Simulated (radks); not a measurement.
Task: In III, 47 electrons, occupied as [Kr] 4d10 5s1. All-electron calculation, Dirac Kohn-Sham, PBE, spin-unpolarised, spherical densities, finite nucleus; Fermi nuclear charge, rms radius 4.6156 fm. Program: a radial shooting solver on a logarithmic mesh with Libxc functionals.

Spin-orbit splittings of the eigenvalues, e(l+1/2) - e(l-1/2), with zeta = 2 splitting/(2l+1) and mean radii in bohr:

| shell | occ. | splitting (eV) | zeta (eV) | <r> j=l-1/2 | <r> j=l+1/2 |
|---|---|---|---|---|---|
| 2p | 6 | 210.9 | 140.6 | 0.1085 | 0.1137 |
| 3p | 6 | 38.09 | 25.39 | 0.3394 | 0.3505 |
| 3d | 10 | ? | ? | 0.3223 | 0.3258 |
| 4p | 6 | 6.647 | 4.431 | 0.9010 | 0.9312 |
| 4d | 10 | 0.8731 | 0.3492 | 1.156 | 1.171 |
| 5p | 0 | 0.5792 | 0.3861 | 2.788 | 2.874 |

Estimate the 3d splitting.

Result: 7.804 eV (zeta = 3.121 eV).
